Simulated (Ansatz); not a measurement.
A run for Ansatz (a program for electronic structure): R-BLYP/def2-TZVPP on C3H8S2 (SMILES CSCSC).

Ansatz 0.2 input:
```yaml
crystal:
  periodic: [false, false, false]
  atoms:
    - {symbol: C, position_ang: [2.74596265, -0.29814141, -0.01544055]}
    - {symbol: S, position_ang: [1.47781467, 0.74593352, 0.75333638]}
    - {symbol: C, position_ang: [0.00741321, 0.08051122, -0.08165006]}
    - {symbol: S, position_ang: [-1.28758187, 1.35430430, -0.02850112]}
    - {symbol: C, position_ang: [-2.74635114, 0.29388000, -0.21967219]}
    - {symbol: H, position_ang: [2.58475262, -1.35185298, 0.21203653]}
    - {symbol: H, position_ang: [2.77380594, -0.15053928, -1.09519952]}
    - {symbol: H, position_ang: [3.70119122, 0.00975373, 0.40784883]}
    - {symbol: H, position_ang: [-0.35140423, -0.81519749, 0.42680281]}
    - {symbol: H, position_ang: [0.26266894, -0.16551574, -1.11310219]}
    - {symbol: H, position_ang: [-2.82394820, -0.41831218, 0.60198197]}
    - {symbol: H, position_ang: [-3.61415551, 0.95185847, -0.19977764]}
    - {symbol: H, position_ang: [-2.73016828, -0.23668216, -1.17163290]}
basis:
  gaussian:
    orbitals: def2-TZVPP
hamiltonian:
  xc: {name: BLYP}
scf: {lower_state_search: off}
```

It printed:

```
WARN ansatz: RAYON_NUM_THREADS=6 ignored (pool sized by the plan → 6); use --threads N
Functional definition: BLYP
these checks for a lower state are left out or cut short: stability, starts, cluster_reference, orbital_swaps, neighbouring_geometries, increment
integrals: 0.27 GiB planned
1580 factors; their error is unknown
mean field: 1.68 GiB planned
mean field evaluation 1: about -24892.8099 eV, gradient 9.2e1 eV
mean field evaluation 2: about -24854.8162 eV, gradient 1.4e2 eV
mean field evaluation 4: about -24911.8024 eV, gradient 9.9e0 eV
mean field evaluation 8: about -24912.0449 eV, gradient 2.9e-1 eV
mean field evaluation 16: about -24912.0110 eV, gradient 3.6e-4 eV
mean field -24912.01101816 eV, -915.4995189498 hartree, gradient 7.7e-7 eV, S^2 0.000000; 0 other end points of the search recorded, 0 dependent functions left out
reference -24912.01143795 eV, -915.4995343770 hartree; 29, 29 occupied and 260, 260 virtual orbitals, 1580 factors
Total energy: -24912.01143795 eV, -915.4995343770 hartree
Checks for a lower state left out: stability, starts, cluster_reference, orbital_swaps, neighbouring_geometries, increment
```

The run converged.

Cost: roughly 5 core-seconds.
